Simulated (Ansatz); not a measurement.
**Forces on a displaced structure**

SiNHBr (SMILES [N-]=[SiH]Br) (charge -1), closed shell, displaced at random from a GFN2-xTB minimum.

```
4
angstrom
N 0.2402 1.2251 -1.4289
Si -0.3331 0.4173 -0.1904
Br 1.0627 -1.7536 0.3000
H -1.0231 0.0856 0.9183
```

Program: Ansatz 0.2.0. Basis: def2-TZVPPD. Cores are frozen in the correlated methods. Filled d shells of the heavier atoms are correlated. The def2 sets are not built for correlating such inner shells, so the correlated values are less sure here. B3LYP uses VWN-RPA correlation.

CCSD(T) forces from the calculation:
```json
{"atom": "N1", "Fx": "-0.394", "Fy": "0.726", "Fz (eV/Å)": "-0.250"}
{"atom": "Si2", "Fx": "2.858", "Fy": "-0.792", "Fz (eV/Å)": "-2.423"}
{"atom": "Br3", "Fx": "-0.400", "Fy": "0.414", "Fz (eV/Å)": "-0.004"}
{"atom": "H4", "Fx": "-2.064", "Fy": "-0.348", "Fz (eV/Å)": "2.677"}
```

Q: Which atom feels the largest CCSD(T) force, and how large is it?

A: Si2, 3.83 eV/Å, along (0.75, -0.21, -0.63).

Root-mean-square difference of the force components from those of CCSD(T): PBE0-D4 0.462; wB97M-V 0.566; r2SCAN-D4 0.307; PBE-D4 0.144; BLYP-D4 0.138; B3LYP-D4 0.393 eV/Å.

T1 diagnostic: at most 0.021. The restricted Hartree–Fock reference is unstable towards an unrestricted one here. These are differences at one structure, and CCSD(T) in triple zeta is itself an approximation.

For scale, one of the runs: CCSD(T)/def2-TZVPPD forces, 159 basis functions (an equivalent command: `ansatz run in.yaml --threads 4`). Hardware: 4 CPU threads, shared host. Wall time 91 s; peak host memory 2 GiB.
